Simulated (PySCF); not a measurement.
**Assignment exercise: C2H12NPSi3**

Mapped SMILES: `[PH2:1][Si@@H:2]1[SiH2:3][CH2:4][CH2:5][NH:6][SiH2:7]1` (H(Xn): hydrogen on atom n). Ha(Si3), Ha(C4), Ha(C5), Ha(Si7) are cis to P1 on the ring; Hb(Si3), Hb(C4), Hb(C5), Hb(Si7) are trans to P1 on the ring.

- structure optimised with GFN2-xTB
- shieldings: GIAO PBE0/pcSseg-1
- run in PySCF 2.14
- no solvent, rapidly exchanging positions averaged, a single conformation, non-relativistic Hamiltonian

Chemical shifts δ = σref − σ; $^{13}$C and $^{1}$H vs TMS, all at this level.

(1) Assign these signals to the numbered atoms. $^{13}$C{$^{1}$H} NMR (computed): δ 44.8 (CH2), 14.4 (CH2).

(2) Assign these signals to the numbered atoms. $^{1}$H NMR (400 MHz, computed): δ 5.56 (m, 1H), 5.13 (m, 1H), 4.30 (m, 1H), 4.14 (m, 1H), 4.08 (m, 1H), 3.32 (m, 1H), 2.58 (m, 1H), 1.02 (m, 2H), 0.89 (m, 1H), 0.72 (m, 1H), 0.05 (br s, 1H).

Results:

(1) 
44.8 → C5, sp3 CH2 bonded to N: pulled downfield by the heteroatom
14.4 → C4, sp3 CH2 bonded to Si

(2) 
5.56 → Hb(Si7), hydrogen on a silicon bonded to N, Si, in a 6-membered ring
5.13 → Ha(Si7), hydrogen on a silicon bonded to N, Si, in a 6-membered ring
4.30 → Hb(Si3), hydrogen on a silicon bonded to C, Si, in a 6-membered ring
4.14 → Ha(Si3), hydrogen on a silicon bonded to C, Si, in a 6-membered ring
4.08 → H(Si2), hydrogen on a silicon bonded to P, 2 Si, in a 6-membered ring
3.32 → Ha(C5), hydrogen on an sp3 CH2 bonded to N: its carbon carries N, hence the downfield position
2.58 → Hb(C5), hydrogen on an sp3 CH2 bonded to N
1.02 → H(P1), hydrogen on a phosphorus bonded to Si
0.89 → Hb(C4), hydrogen on an sp3 CH2 bonded to Si: an electropositive neighbour shields it, as in TMS itself
0.72 → Ha(C4), hydrogen on an sp3 CH2 bonded to Si
0.05 → H(N6), hydrogen on a nitrogen bonded to C, Si, in a 6-membered ring: exchangeable; this is the value without hydrogen bonding to other molecules

Ha(Si3) and H(Si2) lie closer than the usual error of such a calculation, so a measured spectrum could show them in the other order.

OH and NH positions are those of a molecule without intermolecular hydrogen bonds; in solution they move with solvent, concentration and temperature, and exchange usually removes their couplings. Splittings by $^{31}$P in the carbon and heteronuclear signals aren't shown, as no couplings were computed. Shifts are as computed. Against solution values, carbons near 30 ppm lie about +3 ppm off and those near 130 ppm about +5 ppm. Of 1309 compounds with measured shifts, 239 miss one by over three times the rms of a fit or turn the order of signals round; such compounds aren't used in these exercises. No couplings were computed; multiplicities are counted from neighbouring protons, with m where these are inequivalent, close in shift, in a saturated or five-membered ring or joined by F or P, and br s for small geminal =CH2 splittings.
